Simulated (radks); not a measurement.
Q: The nitrogen anion N3-, [Ne], held by a Watson sphere: a shell of charge +3.09 at radius R that stands for the Madelung well of a crystal (potential energy -3.09/R inside, -3.09/r outside, in hartree with lengths in bohr). All-electron calculation, scalar-relativistic Kohn-Sham, LB94 model potential, spin-unpolarised, spherical densities, finite nucleus; Fermi nuclear charge, rms radius of each element as measured or else 0.836 A^(1/3) + 0.57 fm. Program: a radial shooting solver on a logarithmic mesh with Libxc functionals. Response by self-consistent Sternheimer equations with the Hartree and adiabatic LDA kernel, the relativistic mass of each level held fixed and spin-orbit coupling left out. The sphere does not respond.

R (bohr)  e(1s) (eV)  e(2s) (eV)  e(2p) (eV)  <r> 2p (bohr)  sum of <r^2> (bohr^2)  X-ray form factor at sin(theta)/lambda = 0.1 1/angstrom  alpha (bohr^3)
2.05         -400.59     -23.274     -12.753          1.737                  28.74                                                    8.209           19.29
3.27         -399.19     -17.925      -8.115          2.163                  44.43                                                    7.577           68.75
3.63         -398.68     -17.008      -7.206          2.278                  49.61                                                    7.428           96.80
3.84         -398.40     -16.561      -6.746          2.345                  52.79                                                    7.349           117.4
3.99         -398.20     -16.274      -6.446          2.391                  55.14                                                    7.295           134.3

Estimate the row for R = 3.81 bohr.

A: e(1s) (eV) -398.43; e(2s) (eV) -16.621; e(2p) (eV) -6.809; <r> 2p (bohr) 2.335; sum of <r^2> (bohr^2) 52.32; X-ray form factor at sin(theta)/lambda = 0.1 1/angstrom 7.360; alpha (bohr^3) 114.2.
